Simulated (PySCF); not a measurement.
GeI2, SMILES [I][Ge][I] (connectivity only; charge and spin as stated), neutral, multiplicity 1.

The structure is a stationary point at r2SCAN-D4/def2-SVP. The isomer is the one that the SMILES or the coordinates give; other isomers of the formula were not compared. The def2 effective core potentials stand for the cores of I; spin–orbit coupling is left out.

These are TDDFT-PBE/def2-SVPD (PySCF) values and carry that method's errors.

Vertical excitations. Gas-phase values at a fixed geometry. State labels are in the subgroup C2v.

```tsv
state	symmetry	energy (eV)	λ (nm)	f	main pairs
S1	A2	2.45	507	0.000	HOMO−1→LUMO 100 %
S2	B1	2.57	482	0.001	HOMO→LUMO 98 %
S3	B2	3.23	384	0.048	HOMO−2→LUMO 92 %
S4	B1	3.80	326	0.003	HOMO−4→LUMO 98 %
S5	A1	3.94	315	0.005	HOMO−3→LUMO 87 %
S6	A1	4.46	278	0.037	HOMO→LUMO+1 82 %
S7	B2	4.47	278	0.031	HOMO−1→LUMO+1 87 %
S8	A2	4.62	268	0.000	HOMO−5→LUMO 99 %
S9	A2	4.65	266	0.000	HOMO−2→LUMO+1 99 %
S10	A1	4.85	256	0.020	HOMO−1→LUMO+2 94 %
T1	B1	2.06	601	0	HOMO→LUMO 98 %
T2	A2	2.32	535	0	HOMO−1→LUMO 100 %
T3	B2	2.59	479	0	HOMO−2→LUMO 100 %
T4	A1	3.01	412	0	HOMO−3→LUMO 100 %
```
Triplets are in the Tamm–Dancoff approximation, which puts them higher than full response would, so one can lie above its singlet here.
